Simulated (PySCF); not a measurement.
C4H9NSi, SMILES [Si@@H](C=C=C)(N)C.

Geometry: r2SCAN-D4/def2-SVP. The structure was generated by enumeration; whether it is a known compound was not checked. The values are those of a single conformer.

Two levels are set side by side: TDA-PBE/def2-SVPD (PySCF) and TDA-ωB97X/def2-SVPD (PySCF). Vertical, same geometry. The lowest singlet is HOMO→LUMO 98 % with PBE and HOMO→LUMO 75 % with the other functional; states are paired by order. Differences are taken from unrounded values.

| quantity | TDA-ωB97X | TDA-PBE | TDA-PBE minus TDA-ωB97X |
|---|---|---|---|
| lowest singlet excitation (eV) | 5.60 | 4.86 | -0.74 |
| lowest triplet excitation (TDA) (eV) | 4.56 | 4.49 | -0.07 |
| first bright state (f over 0.05) (eV) | 7.58 | 6.60 | -0.98 |
| its oscillator strength | 0.12 | 0.07 | -0.05 |

A lower first singlet is the usual sign of a functional without exact exchange. Differences between two approximate levels are no errors against the true value.

Rough cost on one machine, each run with all the roots and properties that it gave: TDA-ωB97X against TDA-PBE about 5 times.
